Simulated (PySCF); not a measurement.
**Working out the ionisation energy of Ba**

Ba [Xe] 6s2 (1S) → Ba⁺ [Xe] 6s1 (2S). Calculation: PySCF 2.14, in aug-cc-pwCVTZ-X2C; the spin-free X2C one-electron Hamiltonian (Gaussian nucleus). Frozen: [Kr] 4d10. Energies in hartree (1 hartree = 27.21139 eV):

```json
{"part": "UHF", "Ba (lower)": "-8131.634353", "Ba⁺ (upper)": "-8131.477381"}
{"part": "CCSD correlation", "Ba (lower)": "-0.197961", "Ba⁺ (upper)": "-0.168308"}
{"part": "(T)", "Ba (lower)": "-0.007826", "Ba⁺ (upper)": "-0.004860"}
```

Q: What does Hartree-Fock give?

A: (-8131.477381) − (-8131.634353) = 0.156972 hartree = 4.271 eV.

Q: What do CCSD and CCSD(T) give?

A: The CCSD correlation energies differ by 0.029653 hartree = 0.807 eV and the triples by 0.002966 hartree = 0.081 eV, so CCSD gives 5.078 eV and CCSD(T) 5.159 eV.

Measured between the centres of the two terms (NIST): 5.212 eV, so CCSD(T) (valence and next inner shell) is off by -0.053 eV.

What remains against the reference includes basis incompleteness, the frozen core and higher excitations.
